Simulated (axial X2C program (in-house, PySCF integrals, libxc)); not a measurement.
Bond lengths and stretching modes, held linear, of FGaF⁻

Calculated with an in-house all-electron X2C program for linear molecules (integrals from PySCF): two-component X2C with atomic mean-field Coulomb and Gaunt terms, Gaussian nuclei, basis F dyall-av3z, Ga dyall-v3z with contracted cores. Spin-free rows use the one-electron spin-free X2C Hamiltonian.

Masses F 18.998, Ga 68.926, F 18.998 u. States: 2c Ω = 0 (all partner blocks equally filled); spin-free M_S = 0, Λ = 0 (closed shell).

MP2, 2c: energies above the lowest point

```json
{"r(F–Ga) (Å)": "1.9656", "r(Ga–F) (Å)": "1.9656", "E (meV)": "12.90"}
{"r(F–Ga) (Å)": "1.9656", "r(Ga–F) (Å)": "2.0160", "E (meV)": "4.83"}
{"r(F–Ga) (Å)": "1.9656", "r(Ga–F) (Å)": "2.0664", "E (meV)": "11.14"}
{"r(F–Ga) (Å)": "2.0160", "r(Ga–F) (Å)": "1.9656", "E (meV)": "4.83"}
{"r(F–Ga) (Å)": "2.0160", "r(Ga–F) (Å)": "2.0160", "E (meV)": "0.00"}
{"r(F–Ga) (Å)": "2.0160", "r(Ga–F) (Å)": "2.0664", "E (meV)": "9.64"}
{"r(F–Ga) (Å)": "2.0160", "r(Ga–F) (Å)": "2.1168", "E (meV)": "30.14"}
{"r(F–Ga) (Å)": "2.0664", "r(Ga–F) (Å)": "1.9656", "E (meV)": "11.14"}
{"r(F–Ga) (Å)": "2.0664", "r(Ga–F) (Å)": "2.0160", "E (meV)": "9.64"}
{"r(F–Ga) (Å)": "2.0664", "r(Ga–F) (Å)": "2.0664", "E (meV)": "22.66"}
{"r(F–Ga) (Å)": "2.1168", "r(Ga–F) (Å)": "2.0160", "E (meV)": "30.14"}
{"r(F–Ga) (Å)": "2.1168", "r(Ga–F) (Å)": "2.1168", "E (meV)": "73.99"}
```

Task: Fit a quadratic surface with cubic terms in each bond: where is the minimum, and what are the two stretching wavenumbers?

Result: At MP2, 2c: bonds 2.008 and 2.008 Å; harmonic stretches 320.1 and 322.6 cm⁻¹; force constants 0.952, 0.952 and coupling 0.21 mdyn/Å.

The other levels and Hamiltonians give:

```tsv
Hamiltonian	level	r(F–Ga) (Å)	r(Ga–F) (Å)	lower stretch (cm⁻¹)	upper stretch (cm⁻¹)
2c	PBE0	2.015	2.015	310.0	318.2
2c	HF	2.011	2.011	269.4	301.0
2c	r2SCAN	2.005	2.005	319.4	325.4
spin-free	PBE0	2.015	2.015	310.2	318.0
spin-free	HF	2.011	2.011	269.7	300.8
spin-free	r2SCAN	2.004	2.004	319.7	325.2
spin-free	MP2	2.007	2.007	320.3	322.5
```

Each state is one determinant, the lowest of a limited PBE0 search; the stretches come from a fit to these few points and carry an uncertainty of a few per cent. Other orders of the atoms were not compared. MP2 freezes inner shells (threshold -2 hartree). For an anion the highest level of a functional can be positive, and the basis then holds the extra electron. The molecule was held linear; bending was not examined, so a bent shape may lie lower.
